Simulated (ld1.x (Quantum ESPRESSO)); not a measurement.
cobalt: excitation energies, all-electron against RRKJ

```
Element                 : cobalt (Co)
Generator               : ld1.x (Quantum ESPRESSO) 7.5
Type                    : norm-conserving RRKJ (Kleinman–Bylander form)
Functional              : PBEsol
Relativity              : non-relativistic
Frozen core             : [Ar]
Valence charge          : 9
Reference configuration : 3d7 4s2 4p0
Partial waves           : 4p (bound, empty): rc 2.90 bohr; 3d (bound): rc 1.70 bohr; 4s (bound): rc 2.25 bohr
Local potential         : the s channel
Core correction         : none
rho0                    : 0.001
```

Energies are relative to the spin-unpolarised reference configuration 3d7 4s2 4p0; without spin polarisation the order of configurations can differ from experiment.

```csv
valence configuration,charge,ΔE all-electron (eV),error AE − PS (meV)
3d7 4s1 4p0,+1,8.894,+1.6
3d7 4s0 4p0,+2,25.341,+37
3d6 4s0 4p0,+3,61.410,-158
3d7 4s0 4p2,0,8.701,+0.7
3d8 4s1 4p0,0,-1.553,-147
3d7 4s0 4p1,+1,14.099,+4.9
```

(1) What are ΔE and the potential's error for 3d6 4s2 4p0?

Levels in the configuration 3d7 4s1 4p0:

```csv
level,all-electron (eV),pseudo (eV)
3d,-17.230,-17.219
4s,-12.558,-12.552
```

Results:

(1) ΔE = 15.570 eV all-electron; the error (AE − PS) is -137 meV.

ld1.x printed “convergence not achieved” for 3 of the counted tests; their residual had stalled under 1e-8, short of the target of 1e-14.
